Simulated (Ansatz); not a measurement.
```xyz
27

C     2.2313    2.1149    1.2319
C     0.9340    1.3191    1.2656
C     0.1273    1.6168    2.5182
N     1.1550   -0.1204    1.1591
Ge    1.3792   -0.9314   -0.4204
F     1.7287   -2.5801   -0.0203
F     2.7610   -0.4520   -1.3485
N    -0.0150   -0.6495   -1.5066
C    -1.3765   -1.0203   -1.1306
C    -1.6795   -2.4876   -1.4001
C    -2.3638   -0.1064   -1.8364
H     2.0358    3.1893    1.2796
H     2.7942    1.9068    0.3197
H     2.8625    1.8508    2.0863
H     0.3317    1.6039    0.3950
H     0.6870    1.3230    3.4120
H    -0.8146    1.0658    2.5125
H    -0.0906    2.6841    2.5989
H     1.7009   -0.5033    1.9186
H     0.1789   -0.7663   -2.4916
H    -1.4575   -0.8436   -0.0517
H    -0.9750   -3.1354   -0.8742
H    -2.6920   -2.7462   -1.0796
H    -1.6017   -2.7024   -2.4707
H    -2.2966   -0.2361   -2.9214
H    -3.3897   -0.3336   -1.5380
H    -2.1553    0.9399   -1.6072
```

Charge 0, multiplicity 1.

Task: List the PBE0/def2-TZVPP orbital energies in eV (Ansatz). (Estimate.)

Result: Ansatz gave: Occupied: -10861.12, -1359.19, -1209.03, -1209.01, -1208.99, -673.09, -673.09, -391.42, -391.42, -279.37, -279.37, -278.00, -278.00, -277.91, -277.91, -172.13, -121.99, -121.94, -121.87, -35.34, -35.06, -34.84, -34.75, -34.73, -32.08, -31.38, -25.30, -24.95, -21.41, -21.20, -19.46, -19.46, -16.81, -16.75, -15.97, -13.65, -13.62, -13.30, -13.12, -12.65, -12.33, -12.20, -11.95, -11.68, -11.54, -11.45, -11.22, -11.02, -11.01, -10.96, -10.47, -10.18, -10.00, -9.95, -9.59, -9.43, -7.50, -7.25. Lowest empty: 0.28, 1.22, 1.25, 1.76, 1.89, 2.19, 2.36, 2.51.
